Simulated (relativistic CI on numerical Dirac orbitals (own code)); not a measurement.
# Radial parameters of La49+

Computed by Dirac-Coulomb-Breit CI, KLI orbitals optimised for each configuration, model QED, unscaled Slater integrals (own radial code, finite nucleus).

Slater integrals F^k, G^k are unscaled and averaged over j, outside the closed core 1s2; ζ comes from projecting the Hamiltonian with its Breit term on Σ l·s of the shell.

- 2s²2p⁴: F^2(2p,2p) = 1.048e+06, ζ(2p) = 2.3315e+06 cm⁻¹; <r>(2p) = 0.09037, <r^2>(2p) = 0.009918 (bohr units).
- 2s2p⁵: G^1(2s,2p) = 1.1207e+06, ζ(2p) = 2.323e+06 cm⁻¹; <r>(2s) = 0.1037, <r^2>(2s) = 0.0127, <r>(2p) = 0.0905, <r^2>(2p) = 0.009947 (bohr units).
- 2p⁵3s: ζ(2p) = 2.35e+06, G^1(2p,3s) = 111350 cm⁻¹; <r>(2p) = 0.09013, <r^2>(2p) = 0.009864, <r>(3s) = 0.2444, <r^2>(3s) = 0.06807 (bohr units).

Averages of the first 10 configurations, taken without configuration mixing, which lowers the lowest level and can move excited configurations by several eV; other configurations of the list can lie among them:

| Configuration | Parity | States | Average energy above the lowest level (eV) |
| --- | --- | --- | --- |
| 2s²2p⁴ | even | 15 | 296.2 |
| 2s2p⁵ | odd | 12 | 875.8 |
| 2p⁶ | even | 1 | 1501.0 |
| 2p⁵3s | odd | 12 | 6592.1 |
| 2p⁵3p | even | 36 | 6752.0 |
| 2p⁵3d | odd | 60 | 6903.4 |
| 2s²2p³3s | odd | 40 | 5444.6 |
| 2s²2p³3p | even | 120 | 5612.1 |
| 2s²2p³3d | odd | 200 | 5763.9 |
| 2s2p⁴3s | even | 60 | 5995.5 |
